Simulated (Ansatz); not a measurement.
System: C2H11OSi2, net charge 1, singlet state. It need not be the lowest isomer of its formula. 
Geometry from a B3LYP-D3(BJ)/def2-TZVP (Ansatz, a quantum-chemistry and plane-wave program) optimisation:
```
O
H 1 0.9691
Si 1 1.7983 2 116.69
H 3 1.4690 1 102.99 2 -62.10
H 3 1.4697 4 113.38 1 105.20
Si 1 1.8064 2 114.80 3 -173.67
H 6 1.4683 1 101.90 2 122.79
H 6 1.4700 7 113.77 1 106.09
C 6 1.8391 7 115.71 8 138.48
H 9 1.0911 6 111.70 7 172.92
H 9 1.0912 10 109.19 6 124.27
H 9 1.0939 10 107.74 11 116.30
C 3 1.8393 4 115.85 5 138.40
H 13 1.0909 3 111.78 4 173.99
H 13 1.0919 14 109.07 3 124.21
H 13 1.0939 14 107.89 15 116.13
```
Charge +1, spin multiplicity 1.

Basis-set convergence of Hartree-Fock and CCSD(T) correlation energies (hartree) with Ansatz. Cores are frozen in the correlated levels unless marked. Spin-orbit coupling is left out. No relativistic terms.

```
basis        functions       E(HF)  E(corr, CCSD(T))
-----------  ---------  ----------  ----------------
cc-pV(D+d)Z        143  -734.73450          -0.76858
cc-pV(T+d)Z        322  -734.81692          -0.93679
cc-pV(Q+d)Z        623  -734.83650          -0.98954
```

Extrapolating the two largest sets (X = 3 and 4) as X^-3: E(corr) = (64·(-0.98954) - 27·(-0.93679))/37 = -1.0280 Eh, an estimate of the basis-set limit. The largest set recovers 96.3 % of it, the smallest 74.8 %.
